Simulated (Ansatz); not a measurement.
`O[Si](F)([SiH3])I` + `FC(F)(F)S` → `FC(F)(F)S[SiH3]` + `O[SiH](F)I` at 500 K and 1 bar (cleavage of the Si–Si bond).

Computed with Ansatz on PBE0-D4/def2-TZVP structures; ΔE is electronic, products minus reactants. CCSD(T)/CBS adds triple-zeta CCSD(T) − MP2 to the extrapolated MP2 energy (def2 sets, frozen cores). Elements past krypton have def2 core potentials. For I outer-core shells are correlated without core-valence functions, which leaves a few kJ/mol of doubt a bond. One conformer a species, not always the lowest.

```csv
species,CCSD(T)/CBS energy (Eh),H − E (kJ/mol),S (J/(mol·K))
`O[Si](F)([SiH3])I`,-1053.12978,166.7,462.6
`FC(F)(F)S`,-735.79424,95.6,351.2
`FC(F)(F)S[SiH3]`,-1026.09494,156.1,436.6
`O[SiH](F)I`,-762.85028,106.4,375.6
```

H − E and S are ideal-gas, rigid-rotor, harmonic terms from PBE0-D4/def2-TZVP, for one conformer and one mirror image of each species. 1 Eh = 2625.50 kJ/mol, R = 8.31446 J/(mol·K).

Task: By hand: ΔE, ΔH, ΔS and ΔG.

Result: ΔE = (-1026.09494) + (-762.85028) − (-1053.12978) − (-735.79424) = -0.02120 Eh = -55.7 kJ/mol. Δ(H − E) = 156.1 + 106.4 − 166.7 − 95.6 = 0.2, so ΔH = -55.5 kJ/mol. ΔS = 436.6 + 375.6 − 462.6 − 351.2 = -1.6 J/(mol·K). ΔG = -55.5 − 500 × (-1.6)/1000 = -54.7 kJ/mol.

Task: By hand: the equilibrium constant, and the temperature at which ΔG would vanish if ΔH and ΔS stayed fixed.

Result: log₁₀ K = −ΔG/(RT ln 10) = 5.7. ΔG = 0 at ΔH/ΔS = 34688 K, far beyond where these terms or the molecules hold.

The number of gas molecules stays the same, so ΔS is small and ΔH decides. A doubt of 5 kJ/mol in ΔE shifts log₁₀ K by 0.5 here. Other conformers and mirror images would add mixing entropy, several J/(mol·K) or more a flexible species. Modes under 60 cm⁻¹, often nearly free rotors, make the harmonic entropy too high. These are equilibria of isolated gas molecules and say nothing of rates. Largest T1 diagnostic: 0.012 (customary marks: 0.02 for closed shells, 0.045 for open ones).
